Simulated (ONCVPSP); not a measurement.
# carbon (C): excitation energies, all-electron against ONCV

* Element: C
* Generator: ONCVPSP 4.0.1
* Type: optimised norm-conserving Vanderbilt (ONCV)
* Functional: PBE
* Relativity: scalar-relativistic
* Frozen core: [He]
* Valence charge: 4
* Reference configuration: 2s2 2p2
* Partial waves: 2s: rc 1.15 bohr, ncon 4, nbas 8, qcut 5.4 1/bohr, 2 projectors, debl 3.2 Ha; 2p: rc 2.60 bohr, ncon 4, nbas 8, qcut 5.7 1/bohr, 2 projectors, debl 3.6 Ha; d scattering state at 0.24 Ha: rc 2.05 bohr, ncon 5, nbas 9, qcut 5.6 1/bohr, 1 projector
* Local potential: polynomial inside 1.05 bohr (lpopt 1, dvloc0 -1 Ha)
* Core correction: Teter function, fcfact 1.75, rcfact 1.1

Energies are relative to the spin-unpolarised reference configuration 2s2 2p2; without spin polarisation the order of configurations can differ from experiment.

```tsv
valence configuration	charge	ΔE all-electron (eV)	error AE − PS (meV)
2s2 2p1	+1	10.861	+81
2s2 2p0	+2	35.017	+688
2s1 2p0	+3	83.211	+1366
```

(1) What are ΔE and the potential's error for 2s2 2p1.5?

Levels in the configuration 2s2 2p1:

```csv
level,all-electron (eV),pseudo (eV)
2s,-25.758,-25.671
2p,-17.005,-16.769
```

## Answers

(1) ΔE = 3.963 eV all-electron; the error (AE − PS) is +12 meV.
